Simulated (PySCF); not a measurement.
Gas-phase reaction: 2 CHF2 → CH2FCF3

Computed with PySCF and rigid-rotor harmonic-oscillator thermochemistry at 1 bar. † marks an energy on the PBE0/def2-TZVP geometry and frequencies; other levels use their own. MP2 freezes the core. 6-31G* has spherical d functions here. Open shells (unrestricted): CHF2 (multiplicity 2); the rest are closed-shell singlets. CHF2: computed as isolated molecules; such fragments, hydroxides, amides, oligomers or adducts are transient or little studied in the gas. MP2 isn't extrapolated to the basis-set limit; its ΔH°(298 K) is -430.6 kJ in def2-SVP and -428.8 kJ in def2-TZVPP. The harmonic model lacks anharmonicity and excited electronic states, which grow with temperature; levels with a mode under 35 cm⁻¹ are left out. Internal rotation in CH2FCF3 is treated as a harmonic vibration of one conformer, which makes the entropy rough.

| level | ΔE electronic, kJ | ΔH°(298 K), kJ | ΔS°(298 K), J/K | ΔG°(2500 K), kJ |
|---|---|---|---|---|
| HF/6-31G* | -349 | -333 | -198 | 137 |
| HF/def2-TZVP† | -321 | -307 | -196 | 155 |
| MP2/def2-SVP† | -445 | -431 | -196 | 31 |
| ωB97M-V/def2-TZVP† | -438 | -424 | -196 | 37 |
| ωB97X-V/def2-TZVP† | -430 | -416 | -196 | 45 |
ΔH° is lowest at MP2/def2-SVP† and highest at HF/def2-TZVP†. No reference value is set beside these.
